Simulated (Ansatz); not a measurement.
## Nudged elastic band run: ClFH3NSn

The input (input.yaml):

```yaml
crystal:
  periodic: [false, false, false]
  atoms:
    - { symbol: "N", position_ang: [-0.497645, 1.258798, 0.102898] }
    - { symbol: Sn, position_ang: [0.520715, -0.49906, 0.090282] }
    - { symbol: F, position_ang: [1.231034, -0.552595, -1.731207] }
    - { symbol: Cl, position_ang: [-0.868356, -2.421713, 0.289524] }
    - { symbol: H, position_ang: [-1.216838, 1.329972, 0.820318] }
    - { symbol: H, position_ang: [-0.923834, 1.461398, -0.800519] }
    - { symbol: H, position_ang: [1.816123, -0.644802, 1.182904] }
basis:
  gaussian: { orbitals: def2-SVPD }
hamiltonian:
  xc: b3lyp
neb:
  order_check: false
  images: 5
  f_tol: 0.03
  max_iterations: 60
  final_atoms:
    - { symbol: "N", position_ang: [-0.66710421, 1.12693952, 0.30235353] }
    - { symbol: Sn, position_ang: [0.51763855, -0.50631329, 0.07753515] }
    - { symbol: F, position_ang: [1.07049534, -0.69228603, -1.80070535] }
    - { symbol: Cl, position_ang: [-0.84857717, -2.37843753, 0.5412775] }
    - { symbol: H, position_ang: [-1.63491951, 0.9589629, 0.03412423] }
    - { symbol: H, position_ang: [-0.33231801, 1.95704303, -0.18392193] }
    - { symbol: H, position_ang: [1.955984, -0.5339106, 0.98353688] }
  initial_path:
    images:
      - { positions_ang: [[-0.497645, 1.258798, 0.102898], [0.520715, -0.49906, 0.090282], [1.231034, -0.552595, -1.731207], [-0.868356, -2.421713, 0.289524], [-1.216838, 1.329972, 0.820318], [-0.923834, 1.461398, -0.800519], [1.816123, -0.644802, 1.182904]] }
      - { positions_ang: [[-0.49786248, 1.23921643, 0.16819263], [0.51042847, -0.50480185, 0.07012272], [1.18637628, -0.57362715, -1.75763075], [-0.86377307, -2.38968494, 0.34503938], [-1.3127923, 1.22070081, 0.71252892], [-0.79974555, 1.55366035, -0.7486207], [1.83856764, -0.61346565, 1.1645678]] }
      - { positions_ang: [[-0.49807997, 1.21963487, 0.23348727], [0.50014194, -0.51054371, 0.04996344], [1.14171857, -0.59465929, -1.7840545], [-0.85919014, -2.35765687, 0.40055475], [-1.40874659, 1.11142961, 0.60473983], [-0.6756571, 1.6459227, -0.6967224], [1.86101229, -0.58212931, 1.14623161]] }
      - { positions_ang: [[-0.49829745, 1.2000533, 0.2987819], [0.4898554, -0.51628556, 0.02980416], [1.09706085, -0.61569144, -1.81047826], [-0.8546072, -2.32562881, 0.45607013], [-1.50470089, 1.00215842, 0.49695075], [-0.55156864, 1.73818505, -0.6448241], [1.88345693, -0.55079296, 1.12789541]] }
      - { positions_ang: [[-0.55456637, 1.17568204, 0.29997244], [0.49911645, -0.51296147, 0.04571449], [1.08820568, -0.64122297, -1.80722062], [-0.85259719, -2.34323172, 0.48447258], [-1.5481071, 0.98775991, 0.34267525], [-0.4784851, 1.81113771, -0.49119004], [1.90763262, -0.54516551, 1.0797759]] }
      - { positions_ang: [[-0.61083529, 1.15131078, 0.30116298], [0.5083775, -0.50963738, 0.06162482], [1.07935051, -0.6667545, -1.80396299], [-0.85058718, -2.36083462, 0.51287504], [-1.5915133, 0.97336141, 0.18839974], [-0.40540155, 1.88409037, -0.33755599], [1.93180831, -0.53953805, 1.03165639]] }
      - { positions_ang: [[-0.66710421, 1.12693952, 0.30235353], [0.51763855, -0.50631329, 0.07753515], [1.07049534, -0.69228603, -1.80070535], [-0.84857717, -2.37843753, 0.5412775], [-1.63491951, 0.9589629, 0.03412423], [-0.33231801, 1.95704303, -0.18392193], [1.955984, -0.5339106, 0.98353688]] }
```

Launched with:

```bash
$ ansatz run input.yaml --threads 2 --pin off --max-ram 3072MiB --backend cpu --events-out ev --progress --plain --runs-dir out
```

Output, in part (warnings, iteration lines, the closing report on the highest movable image, with atoms numbered from 0):

```
NEB end point (image 0): max|allowed force component| = 9.416e-3 eV/Å (the criterion of neb.relax_end_points is 1.000e-2)
NEB end point (image 6): max|allowed force component| = 1.188e-2 eV/Å (the criterion of neb.relax_end_points is 1.000e-2)
NEB iter   1: max|band force component| = 2.057e0 eV/Å  barrier→ = 0.2512 eV  barrier← = 0.2556 eV  Δτ_max = 0.1801 Å  (189 SCF iters)
NEB iter   2: max|band force component| = 1.008e0 eV/Å  barrier→ = 0.0543 eV  barrier← = 0.0588 eV  Δτ_max = 0.0645 Å  (153 SCF iters)
NEB iter   3: max|band force component| = 2.836e-1 eV/Å  barrier→ = 0.0052 eV  barrier← = 0.0097 eV  CI = image 3  Δτ_max = 0.0192 Å  (155 SCF iters)
NEB iter   4: max|band force component| = 7.376e-2 eV/Å  barrier→ = 0.0019 eV  barrier← = 0.0063 eV  CI = image 3  Δτ_max = 0.0226 Å  (140 SCF iters)
NEB iter   5: max|band force component| = 6.517e-2 eV/Å  barrier→ = 0.0011 eV  barrier← = 0.0055 eV  CI = image 2  Δτ_max = 0.0282 Å  (140 SCF iters)
NEB iter   6: max|band force component| = 1.596e-2 eV/Å  barrier→ = 0.0011 eV  barrier← = 0.0056 eV  CI = image 2  Δτ_max = 0.0000 Å  (279 SCF iters)
Total energy: -22607.52535904 eV, -830.8112330138 hartree
Atom 0 at    -0.533255     1.237294     0.192697 Å, force     0.004776    -0.009643     0.002190 eV/Å
Atom 1 at     0.526012    -0.497290     0.096113 Å, force     0.002429     0.009418    -0.000259 eV/Å
Atom 2 at     1.168090    -0.545152    -1.755528 Å, force     0.000658    -0.001053    -0.000675 eV/Å
Atom 3 at    -0.878674    -2.386567     0.427246 Å, force    -0.000915    -0.001282     0.000090 eV/Å
Atom 4 at    -1.446485     1.132938     0.631343 Å, force    -0.002088     0.004919    -0.001071 eV/Å
Atom 5 at    -0.668106     1.641860    -0.733407 Å, force    -0.001465    -0.002168     0.001254 eV/Å
Atom 6 at     1.893617    -0.651084     1.095737 Å, force    -0.003394    -0.000191    -0.001530 eV/Å
Dipole moment:    -0.068614     0.364163     0.388903 e Å
```

It converged. The top lies less than 8 meV above the higher end, about what the thresholds resolve: that end is a shoulder or a very shallow well. A vibrational analysis at the climbing image gives one clearly imaginary mode, 43i cm⁻¹: a first-order saddle point.

Final band (atoms are numbered from 1 in the order of the input):

```
image  path coordinate (Å)  energy (kJ/mol)  dihedral H6–N1–Sn2–Cl4 (°)
    0                 0.00              0.0                         -79
    1                 0.27              0.0                         -92
    2                 0.53              0.1                        -105
    3                 0.79              0.1                        -119
    4                 1.06             -0.1                        -132
    5                 1.32             -0.3                        -145
    6                 1.59             -0.4                        -159
```

Run time: 79 s on 2 threads of Intel(R) Xeon(R) 6975P-C (Granite Rapids), on a shared host, peak memory 0.35 GiB.
